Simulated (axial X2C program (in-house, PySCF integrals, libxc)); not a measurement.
LiV⁺: cheaper levels and CCSD(T), 2c

All values were computed with an axial X2C code built on PySCF integrals. Two-component (2c) means X2C with spin–orbit coupling and atomic mean-field two-electron Coulomb and Gaunt terms. Basis: V dyall-cv3z [10s10p6d4f2g], Li dyall-cv3z [7s8p2d] (cores contracted in-house); Gaussian nuclei, density fitting, unrestricted open shells. Masses: V 50.944 u, Li 7.016 u.

State: Ω = 1/2 (⟨Sz⟩ = 2.50, ⟨Lz⟩ = -2.00 at HF); fragments V + Li+.

```json
{"level": "PBE0", "Re (Å)": "2.867", "ωe (cm⁻¹)": "224.7"}
{"level": "HF", "Re (Å)": "3.002", "ωe (cm⁻¹)": "216.4"}
{"level": "MP2", "Re (Å)": "2.900", "ωe (cm⁻¹)": "234.3"}
{"level": "CCSD", "Re (Å)": "2.902", "ωe (cm⁻¹)": "234.7"}
{"level": "TPSSh", "Re (Å)": "2.866", "ωe (cm⁻¹)": "222.7"}
```

Correlated methods: 5 electrons correlated (number of frozen shells: V 3 s, 2 p; Li 1 s), 255 virtual spin orbitals or spinors in MP2, 45 natural virtuals in coupled cluster.

CCSD(T), same Hamiltonian and basis:

Re = 2.895 Å, ωe = 236.3 cm⁻¹; T1 = 0.032 (Lee–Taylor normalisation).

(1) Give the differences from CCSD(T) in the columns below.

Occupations by symmetry block were frozen at the best pattern of an incomplete PBE0 search. De is not given where an atomic determinant may have missed its ground term or J level, or where the truncated virtual space spoils (T). Density functionals use the spin component along the axis (collinear). Coupled cluster ran in a truncated set of natural virtual spinors; the MP2 energy of the rest was added. (T) has no such correction and the atoms are truncated less, which lowers De at CCSD(T) by a hundredth of an eV or more. PBE0 can misorder states that lie within some tenths of an eV, so this need not be the ground state of the molecule. The nearest other 2c determinant of the search, Ω = 9/2, lies 0.04 eV up at the distance of the search. Without a current term, density functionals place determinants with orbital angular momentum somewhat too high. With several unpaired electrons one determinant need not be a pure state. The outer-core s and p shells of the metal are frozen in the correlated rows, which leaves out core–valence correlation; for alkali and alkaline-earth bonds that tends to lengthen them.

Results:

(1) 

```
level  ΔRe (Å)  Δωe (cm⁻¹)
 PBE0   -0.028       -11.6
   HF    0.107       -19.9
  MP2    0.005        -2.0
 CCSD    0.007        -1.6
TPSSh   -0.029       -13.6
```
